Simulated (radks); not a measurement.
Excited configurations of the rubidium ion Rb3+: one electron is placed in a higher orbital outside [Ar] 3d10 4s2 4p3. The ground configuration is [Ar] 3d10 4s2 4p4. Method: scalar-relativistic Kohn-Sham, r2SCAN, spin-polarised, spherical densities, finite nucleus; open shells are filled with parallel spins first (spin-orbit coupling, left out, can overturn this in heavy ions); meta-GGA in the generalised Kohn-Sham scheme; Fermi nuclear charge, rms radius 4.2036 fm; computed with a radial shooting solver on a logarithmic mesh with Libxc functionals. Excitation = E - E(ground); binding = E(ion) - E, where the ion is the core of charge +4; n* = 4/sqrt(2 binding) in atomic units, and the quantum defect is n - n*.

| outer orbital | excitation (eV) | binding (eV) | n* | <r> (bohr) |
|---|---|---|---|---|
| 4d | 20.759 | 30.735 | 2.661 | 2.077 |
| 4f | 37.005 | 14.488 | 3.876 | 3.895 |
| 5p | 29.589 | 21.904 | 3.153 | 3.621 |
| 5d | 36.125 | 15.368 | 3.764 | 4.724 |
| 6s | 36.795 | 14.698 | 3.848 | 5.657 |
| 6p | 38.917 | 12.576 | 4.160 | 6.384 |
| 6d | 41.942 | 9.551 | 4.774 | 7.964 |
| 7p | 43.293 | 8.200 | 5.152 | 9.881 |
| 7f | 46.601 | 4.892 | 6.671 | 15.37 |

The Delta-SCF ionisation energy is 51.493 eV (NIST Atomic Spectra Database: 52.2 eV, semi-empirical). Self-interaction in the functional shifts the binding energies and quantum defects, so they are the method's values and not measured ones. Open shells are spherical and high-spin; term and fine-structure splittings are not resolved.
